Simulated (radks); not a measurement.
Values are calculated unless marked as measured or tabulated.
The mean radii <r> (bohr) of the occupied orbitals of an atom or ion are listed with their occupations. Code: a radial shooting solver on a logarithmic mesh with Libxc functionals. Model: scalar-relativistic Kohn-Sham, PBEsol, spin-polarised, spherical densities, finite nucleus; Fermi nuclear charge, rms radius of each element as measured or else 0.836 A^(1/3) + 0.57 fm.

orbital  occ.      <r>
1s up       1  0.01774
1s down     1  0.01774
2s up       1  0.07493
2s down     1  0.07493
2p up       3  0.06729
2p down     3  0.06729
3s up       1   0.1940
3s down     1   0.1940
3p up       3   0.1946
3p down     3   0.1946
3d up       5   0.1762
3d down     5   0.1762
4s up       1   0.4320
4s down     1   0.4320
4p up       3   0.4596
4p down     3   0.4595
4d up       5   0.4892
4d down     5   0.4890
5s up       1    1.009
5s down     1    1.003
4f up       7   0.5580
5p up       3    1.174
4f down     7   0.5552
5p down     3    1.164
5d up       5    1.747
6s up       1    2.718
5d down     1    1.761

Name the element and its charge. Open shells, if any, are filled with parallel spins first.

Answer. Z = 76, osmium, charge +1: Os+ in [Xe] 4f14 5d6 6s1. The 1s radius gives Z: for a bare nucleus <r> = (2 gamma + 1)/(2Z) with gamma = sqrt(1 - (Z/c)^2), 0.01753 bohr for Z = 76, and screening makes it slightly larger (0.01774 here). The occupations add up to 75, and the charge is Z minus that.
